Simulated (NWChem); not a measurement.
System: C$_{2}$H$_{5}$FOSi; SMILES F[SiH]1COC1

NWChem input:

```
start job
memory heap 200 mb stack 900 mb global 1100 mb
geometry units angstroms noautosym nocenter noautoz
  F     -0.415538     2.016675     0.000000
  Si     0.411696     0.616424     0.000000
  C     -0.083785    -0.805010     1.134728
  O      0.108766    -1.668197     0.000000
  C     -0.083785    -0.805010    -1.134728
  H      1.856678     0.977937     0.000000
  H      0.560637    -1.116626     1.971059
  H     -1.135780    -0.801227     1.479867
  H     -1.135780    -0.801227    -1.479867
  H      0.560637    -1.116626    -1.971059
end
basis spherical
  * library cc-pvtz
end
dft
  xc hfexch
  iterations 150
  semidirect filesize 400000000
end
property
  efieldgrad
end
task dft property
```

Geometry: optimised at PBE0/def2-SVP.

Vzz is the largest principal value of the second derivative of the potential at the nucleus (NWChem prints the opposite sign); η is the asymmetry. Non-relativistic.

Atoms are numbered as in the input.

Give the results of this calculation. (Hartree-Fock/cc-pVTZ.) Quantities: Vzz O4 (a.u.); η O4.


```yaml
Vzz O4 (a.u.): -2.048
"η O4": 0.87
```
